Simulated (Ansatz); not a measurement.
Cost and result for the atomization energy of `C#C[Si](C)(Cl)Cl` (10 atoms, 9 bonds).

| atom | x (Å) | y (Å) | z (Å) |
| --- | --- | --- | --- |
| C1 | -2.5463 | -0.3311 | -0.5790 |
| C2 | -1.4666 | -0.2674 | -0.0470 |
| Si3 | 0.1795 | -0.1543 | 0.7044 |
| C4 | 1.4544 | 0.4119 | -0.5009 |
| Cl5 | 0.6735 | -2.0006 | 1.4324 |
| Cl6 | 0.0720 | 1.1498 | 2.2762 |
| H7 | -3.5038 | -0.3897 | -1.0446 |
| H8 | 1.1916 | 1.3999 | -0.8852 |
| H9 | 2.4321 | 0.4693 | -0.0187 |
| H10 | 1.5136 | -0.2878 | -1.3374 |

Charge 0, multiplicity 1. All single points use the PBE0-D4/def2-TZVP geometry. Program: Ansatz. All runs use 4 threads of an Arm Neoverse V2 on a shared host. Times are those of one run each, without the atoms' runs, and a repeat can differ threefold. Electronic energies, without spin–orbit coupling; frozen cores. CCSD(T)/CBS adds CCSD(T) − MP2 in def2-TZVPP to the MP2 limit, and its time is that of the two runs behind it. T1 = 0.010. B3LYP takes the VWN-RPA correlation (the form of Gaussian; ORCA's B3LYP/G).

CCSD(T)/CBS is a level of theory with its own doubt, some kJ/mol a heavy atom from the limit and from the frozen cores, so smaller differences don't rank the functionals.

```json
{"level": "LDA (SPW92)/def2-TZVPP", "functions": "275", "wall time": "2.8 s"}
{"level": "revPBE-D4/def2-TZVPP", "functions": "275", "wall time": "3.5 s"}
{"level": "BLYP-D4/def2-TZVPP", "functions": "275", "wall time": "3.5 s"}
{"level": "PBE-D4/def2-TZVPP (with forces)", "functions": "275", "wall time": "3.6 s"}
{"level": "CCSD(T)/def2-SVP", "functions": "116", "wall time": "6 s"}
{"level": "BHLYP-D4/def2-TZVPP", "functions": "275", "wall time": "7 s"}
{"level": "CAM-B3LYP-D4/def2-TZVPP", "functions": "275", "wall time": "8.5 s"}
{"level": "B3LYP-D4/def2-TZVPP (with forces)", "functions": "275", "wall time": "9 s"}
{"level": "r2SCANh-D4/def2-TZVPP", "functions": "275", "wall time": "9 s"}
{"level": "B97M-V/def2-TZVPP", "functions": "275", "wall time": "12 s"}
{"level": "MP2/def2-QZVPP", "functions": "501", "wall time": "35 s"}
{"level": "CCSD(T)/def2-TZVPP", "functions": "275", "wall time": "3.5 min"}
{"level": "CCSD(T)/CBS(def2)", "functions": "–", "wall time": "4.1 min"}
```

Problem. What atomization energy does each give, and how far from CCSD(T)/CBS? (Estimate.)

Solution. The calculation gave: 
| level | atomization (kJ/mol) | difference from CCSD(T)/CBS | per bond |
| --- | --- | --- | --- |
| LDA (SPW92)/def2-TZVPP | 4579.1 | 549.6 | 61.1 |
| revPBE-D4/def2-TZVPP | 4019.3 | -10.2 | -1.1 |
| BLYP-D4/def2-TZVPP | 3997.9 | -31.6 | -3.5 |
| PBE-D4/def2-TZVPP (with forces) | 4117.7 | 88.2 | 9.8 |
| CCSD(T)/def2-SVP | 3786.3 | -243.2 | -27.0 |
| BHLYP-D4/def2-TZVPP | 3902.8 | -126.7 | -14.1 |
| CAM-B3LYP-D4/def2-TZVPP | 4014.6 | -14.9 | -1.7 |
| B3LYP-D4/def2-TZVPP (with forces) | 4006.0 | -23.5 | -2.6 |
| r2SCANh-D4/def2-TZVPP | 4024.9 | -4.6 | -0.5 |
| B97M-V/def2-TZVPP | 4058.5 | 29.0 | 3.2 |
| MP2/def2-QZVPP | 4102.6 | 73.1 | 8.1 |
| CCSD(T)/def2-TZVPP | 3916.6 | -112.9 | -12.5 |
| CCSD(T)/CBS(def2) | 4029.5 | 0.0 | 0.0 |

In def2-TZVPP, CCSD(T) changes the Hartree–Fock value by +915.4 kJ/mol (the triples alone add +73.8 kJ/mol) and MP2 by +1035.0 kJ/mol; breaking electron pairs costs correlation energy, which Hartree–Fock lacks. The D4 term adds +49.4 kJ/mol with B3LYP and +26.2 kJ/mol with PBE0; it sums over pairs of atoms, weighted by their polarisabilities, and B3LYP, whose exchange is more repulsive, gets the larger term. From r2SCAN to r2SCAN0 (25 % exact exchange), in def2-TZVPP and without D4, the atomization energy moves by −63.2 kJ/mol: exact exchange takes away binding that semilocal exchange gives to molecules.
